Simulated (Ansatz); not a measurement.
`O=C([SiH3])S[SiH3]` → `SC1O[SiH2][SiH2]1`  (isomerisation)

Gas-phase electronic energies from Ansatz, PBE0-D4/def2-TZVP geometries. CCSD(T)/CBS is the MP2 limit (def2-TZVPP, def2-QZVPP) plus CCSD(T) − MP2 in def2-TZVPP, frozen cores. DFT in def2-TZVPP. B3LYP here is the variant with VWN-RPA as its local correlation; programs differ in this. Each species was taken in one conformer, which may not be the lowest.

Task: Is it downhill or uphill in electronic energy at CCSD(T)/CBS, and by how much? (Best estimate.)

Result: Ansatz gave: Uphill: ΔE = +13.1 kJ/mol.

Task: What do these levels give: PBE-D4, r2SCAN-D4, B3LYP-D4, ωB97X-V, PBE, r2SCAN, MP2/def2-TZVPP, SCS-MP2/def2-TZVPP, CCSD(T)/def2-TZVPP, HF/def2-QZVPP, MP2/def2-QZVPP, MP2/CBS(def2)? (Best estimate.)

Result: The calculation gave: PBE-D4 23.2, r2SCAN-D4 25.0, B3LYP-D4 29.4, ωB97X-V 10.4, PBE 25.1, r2SCAN 25.3, MP2/def2-TZVPP 17.6, SCS-MP2/def2-TZVPP 22.9, CCSD(T)/def2-TZVPP 18.1, HF/def2-QZVPP 31.2, MP2/def2-QZVPP 14.4, MP2/CBS(def2) 12.6 kJ/mol.

Largest T1 diagnostic among the species: 0.017.

From PBE to PBE0 (25 % exact exchange), in def2-TZVPP and without D4, ΔE moves by −14.9 kJ/mol. In def2-TZVPP, CCSD(T) changes the Hartree–Fock value by −13.9 kJ/mol (the triples alone add +4.6 kJ/mol) and MP2 by −14.5 kJ/mol.
